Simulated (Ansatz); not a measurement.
Consider the isomerisation: `O[SiH2]O[SiH](Cl)Cl` → `O[SiH](Cl)O[SiH2]Cl`.

Gas-phase electronic energies from Ansatz, PBE0-D4/def2-TZVP geometries. CCSD(T)/CBS adds triple-zeta CCSD(T) − MP2 to the extrapolated MP2 energy (def2 sets, frozen cores). DFT in def2-TZVPP. One conformer a species, not always the lowest.

`O[SiH2]O[SiH](Cl)Cl`:

Cartesian coordinates in Å:
```
O 1.286 -0.394 1.789
Si 0.785 -1.147 0.430
O -0.620 -0.496 -0.137
Si -1.267 0.841 -0.751
Cl -0.216 2.471 -0.086
Cl -1.169 0.808 -2.784
H 1.579 0.517 1.723
H 1.792 -1.035 -0.653
H 0.500 -2.542 0.808
H -2.669 0.978 -0.340
```

`O[SiH](Cl)O[SiH2]Cl`:

Z-matrix (Å, degrees):
```
Si
Cl 1 2.051
O 1 1.630 2 107.1
O 1 1.621 2 110.6 3 -122.7
H 1 1.465 2 109.9 3 118.6
Si 3 1.627 1 140.8 2 -51.8
H 4 0.960 1 118.9 2 59.0
Cl 6 2.059 3 109.1 1 -36.1
H 6 1.475 3 108.7 1 -153.7
H 6 1.476 3 110.9 1 81.9
```

| level | ΔE (kJ/mol) | difference from CCSD(T)/CBS |
| --- | --- | --- |
| PBE-D4 | -9.6 | 0.3 |
| r2SCAN-D4 | -10.6 | -0.7 |
| PBE0-D4 | -10.4 | -0.5 |
| ωB97X-V | -10.6 | -0.7 |
| B2PLYP | -9.3 | 0.6 |
| r2SCAN | -10.4 | -0.5 |
| PBE0 | -9.7 | 0.2 |
| HF/def2-TZVPP | -11.3 | -1.4 |
| MP2/def2-TZVPP | -9.2 | 0.7 |
| SCS-MP2/def2-TZVPP | -9.2 | 0.7 |
| CCSD(T)/def2-TZVPP | -10.0 | -0.1 |
| HF/def2-QZVPP | -11.1 | -1.2 |
| SCS-MP2/def2-QZVPP | -9.2 | 0.7 |
| HF/CBS(def2) | -11.1 | -1.2 |
| MP2/CBS(def2) | -9.2 | 0.7 |
| CCSD/CBS(def2) | -10.1 | -0.2 |
| CCSD(T)/CBS | -9.9 | 0 |

Largest T1 diagnostic among the species: 0.011.
